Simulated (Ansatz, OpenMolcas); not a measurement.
# CH6AlFSi (SMILES C[SiH2][AlH][F]): methods side by side

The species is CH6AlFSi (10 atoms), meant as a singlet with charge 0. As SMILES, `C[SiH2][AlH][F]`. The coordinates come from a PBE0-D4/def2-TZVP relaxation. This is one conformer, not always the lowest.

```xyz
10

C     0.2093    1.5221   -0.5497
Si   -0.4873    0.1857    0.5781
Al    0.3205   -2.0619    0.0185
F    -0.2713   -3.3244    0.9101
H    -0.1710    2.5049   -0.2628
H    -0.0699    1.3408   -1.5899
H     1.2998    1.5511   -0.4953
H    -1.9787    0.1980    0.5096
H    -0.1292    0.4904    1.9955
H     1.3611   -2.4579   -1.1110
```

Quantity: the vertical ionisation energy (to the doublet cation), in eV. The values are calculated.

```json
{"level": "HF/6-31G* (spherical functions)", "kind": "Hartree–Fock", "program": "Ansatz", "value (eV)": "9.09", "CPU time (all runs)": "6.4 s"}
{"level": "SVWN5/6-31G* (spherical functions)", "kind": "LDA", "program": "OpenMolcas", "value (eV)": "9.29", "CPU time (all runs)": "68 s"}
{"level": "PBE/6-31G* (spherical functions)", "kind": "GGA", "program": "Ansatz", "value (eV)": "9.21", "CPU time (all runs)": "19 s"}
{"level": "TPSS/6-31G* (spherical functions)", "kind": "meta-GGA", "program": "OpenMolcas", "value (eV)": "9.33", "CPU time (all runs)": "2.2 min"}
{"level": "B3LYP/6-31G* (spherical functions)", "kind": "global hybrid", "program": "Ansatz", "value (eV)": "9.48", "CPU time (all runs)": "24 s"}
{"level": "CAM-B3LYP/6-31G* (spherical functions)", "kind": "range-separated hybrid", "program": "Ansatz", "value (eV)": "9.60", "CPU time (all runs)": "28 s"}
{"level": "PBE-QIDH/6-31G* (spherical functions)", "kind": "double hybrid", "program": "Ansatz", "value (eV)": "9.63", "CPU time (all runs)": "35 s"}
{"level": "RPA@PBE/6-31G* (spherical functions)", "kind": "RPA", "program": "Ansatz", "value (eV)": "9.28", "CPU time (all runs)": "29 s"}
{"level": "CCSD/6-31G* (spherical functions)", "kind": "coupled cluster or CI", "program": "Ansatz", "value (eV)": "9.34", "CPU time (all runs)": "40 s"}
```

The values span 9.09 to 9.63 eV. Times are those of the runs behind each value, whatever else they computed, on shared processors of several kinds: orders of magnitude only.
